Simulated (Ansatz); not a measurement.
Reactions of CH$_{7}$BN$_{2}$O (`CNB(N)O`).

Program: Ansatz. Geometries: PBE0-D4/def2-TZVP. ΔE: electronic, gas phase. CCSD(T)/CBS adds triple-zeta CCSD(T) − MP2 to the extrapolated MP2 energy (def2 sets, frozen cores). This one scheme is used for every species. Functionals use def2-TZVPP. For Ge outer-core shells are correlated without core-valence functions, which leaves a few kJ/mol of doubt a bond. Scalar relativity is left out up to krypton. One conformer a species, not always the lowest.

```csv
reaction,HF/CBS(def2) (kJ/mol),MP2/CBS(def2) (kJ/mol),PBE0-D4 (kJ/mol),ωB97X-V (kJ/mol),CCSD(T)/CBS(def2) (kJ/mol)
`CNB(N)O` + `C=N` → `C=NB(N)O` + CH₃NH₂,31,33,32,33,34
`CNB(N)O` + `[BH]1[O][GeH2]1` → `C[B]1[O][GeH2]1` + `NB(N)O`,-94,-101,-98,-93,-97
`CNB(N)O` + `C=NC(=N)O` → `C=NB(N)O` + `CNC(=N)O`,14,15,14,14,19
`CNB(N)O` + `C=CC=S` → `CNBN` + `C=CC(O)=S`,117,109,94,94,109
`CNB(N)O` + `C[O][AlH2]` → `CNBO` + `C[O][AlH][NH2]`,-22,-29,-21,-23,-27
`CNB(N)O` + `CNCN` → `NCB(N)O` + `CNNC`,190,180,167,167,174
```

Largest T1 diagnostic: 0.018, for `C=CC(O)=S`.
